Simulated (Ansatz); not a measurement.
Basis-set extrapolation for C8H11NSi (`C=CN([SiH3])c1ccccc1`) (PBE0-D4/def2-TZVP geometry, frozen core, Ansatz 0.2.0). Multiplicity 1, RHF reference.

|  | def2-TZVPP | def2-QZVPP |
| --- | --- | --- |
| HF | -652.865797 | -652.890578 |
| MP2 correlation | -1.601200 | -1.704526 |
| CCSD(T) correlation | -1.738201 | not run |

Energies in hartree. Use E(X) = E(∞) + A·exp(−7.88·√X) for Hartree–Fock and E(X) = E(∞) + B·X^(−2.97) for correlation, with X = 3 and 4, and add CCSD(T) minus MP2 of the smaller set to the MP2 limit.

Problem. What is the CCSD(T) energy at the basis-set limit?

Solution. HF limit: -652.890578 + (-0.024781) × 0.13774 = -652.89399. MP2 limit: -1.704526 + (-0.103326) × 0.74074 = -1.78106. Higher-order term: -1.738201 − (-1.601200) = -0.13700. Total: -654.81205 hartree, 5.66 eV below CCSD(T)/def2-TZVPP.
